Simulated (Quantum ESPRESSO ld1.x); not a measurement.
Coherent X-ray form factor from a spherical all-electron density. Method: non-relativistic Kohn-Sham, LDA (Slater exchange, VWN5 correlation), spin-polarised, spherical densities, point nucleus; computed with ld1.x of Quantum ESPRESSO 7.5.

sin(theta)/lambda (1/angstrom),f0 (electrons)
0.05,36.855
0.1,36.429
0.15,35.739
0.2,34.818
0.25,33.706
0.3,32.447
0.4,29.674
0.5,26.844
0.6,24.207
0.8,19.928
1,16.833
1.25,13.838
1.5,11.304
2,7.624

The species is in the configuration that NIST lists as its ground one. Which atom or ion scatters so?

Answer. The tellurium ion Te15+, [Kr] 4d1. Extrapolating in s^2 from the first two rows gives f0(0) = 37.0, near the electron count 37; among species with that count, the fall with angle is slower the higher Z, and the table is that of Z = 52; from so few rows the species is fixed only to a neighbour or two.
